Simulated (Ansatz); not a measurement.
Coupled-cluster diagnostics for the cluster GeO4, Ansatz.

Geometry of the singlet (r2SCAN-D4/def2-SVP):

```xyz
5

Ge    0.553   -0.215    0.693
O    -0.835    0.628   -1.719
O    -1.068    0.282   -0.565
O    -0.042   -1.684    0.197
O     1.391    0.989    1.394
```

Correlated methods freeze 13 core orbitals; core or outer-core shells of Ge are correlated, in sets that lack core-valence functions. The structure holds one bond between oxygen atoms, so isomers without such links may lie far lower. Another isomer (singlet) lies 1.01 eV lower at PBE0-D4/def2-TZVP; other spin states weren't run for this one.

(1) Estimate the CCSD(T) correlation energy, the shares of MP2 and (T), T1 and the reference's ⟨S²⟩ for: charge 0, singlet, own geometry in def2-TZVPP; and the rough time on 4 threads of Arm Neoverse V1 on a shared host.

## Answers

(1) 
| state | basis | correlation (eV) | MP2 share (%) | (T) share (%) | T1 | ⟨S²⟩ (pure) | wall time | remarks |
| --- | --- | --- | --- | --- | --- | --- | --- | --- |
| charge 0, singlet, own geometry | def2-TZVPP | -34.096 | 97.7 | 5.2 | 0.030 | 0.00 (0.00) | 94 s | large T1, restricted SCF unstable |
Customary marks for T1 are 0.02 (closed shells), 0.045 (open shells) and about 0.05 (3d metals). T1 exceeds 0.02 in 1 of 1 rows and 0.045 in 0; the higher it lies, the less the single-reference result can be trusted.
